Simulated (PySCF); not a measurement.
B(OH)2(OMe) (CH₅BO₃), SMILES COB(O)O.

Geometry optimised at B3LYP-D3(BJ)/def2-SVP. The values are those of a single conformer.

The numbers are results of PySCF 2.14.0 with B3LYP-D3(BJ)/def2-SVP, not measurements.

Harmonic, unscaled wavenumbers; measured fundamentals usually lie a few per cent lower.

| mode | ν (cm⁻¹) | IR (km/mol) | Raman (Å⁴/amu) | depolarisation | moving atoms (share of kinetic energy) |
|---|---|---|---|---|---|
| 1 | 53 | 0.3 | 0.1 | 0.75 | H 95 % |
| 2 | 138 | 12.3 | 0.1 | 0.75 | O 62 %, H 21 %, C 15 % |
| 3 | 231 | 7.4 | 0.2 | 0.33 | O 42 %, C 30 %, H 24 % |
| 4 | 315 | 6.2 | 0.6 | 0.75 | H 96 % |
| 5 | 436 | 21.0 | 1.0 | 0.67 | O 65 %, H 19 %, C 10 % |
| 6 | 473 | 205.2 | 4.2 | 0.75 | H 86 %, O 13 % |
| 7 | 528 | 2.2 | 1.3 | 0.24 | O 68 %, H 14 %, B 9 %, C 8 % |
| 8 | 675 | 64.5 | 0.1 | 0.75 | B 81 %, O 19 % |
| 9 | 830 | 1.4 | 7.9 | 0.12 | O 75 %, H 13 %, C 11 % |
| 10 | 928 | 189.2 | 4.8 | 0.74 | H 90 %, O 9 % |
| 11 | 1006 | 98.5 | 0.2 | 0.39 | H 57 %, O 37 % |
| 12 | 1144 | 74.0 | 1.3 | 0.54 | O 43 %, C 31 %, H 23 % |
| 13 | 1180 | 0.7 | 3.0 | 0.75 | H 76 %, C 19 % |
| 14 | 1212 | 20.4 | 2.7 | 0.68 | H 62 %, C 20 %, O 14 % |
| 15 | 1418 | 261.2 | 2.8 | 0.41 | B 55 %, H 21 %, O 20 % |
| 16 | 1445 | 443.4 | 3.3 | 0.40 | B 44 %, H 36 %, O 13 % |
| 17 | 1471 | 3.9 | 20.3 | 0.75 | H 97 % |
| 18 | 1475 | 22.2 | 16.6 | 0.75 | H 95 % |
| 19 | 1535 | 271.3 | 2.5 | 0.68 | B 40 %, H 40 %, O 18 % |
| 20 | 3010 | 55.8 | 134.3 | 0.01 | H 97 % |
| 21 | 3081 | 41.0 | 66.7 | 0.75 | H 90 %, C 10 % |
| 22 | 3117 | 32.4 | 90.1 | 0.65 | H 90 %, C 10 % |
| 23 | 3887 | 22.5 | 39.7 | 0.38 | H 94 % |
| 24 | 3899 | 88.7 | 137.6 | 0.26 | H 94 % |
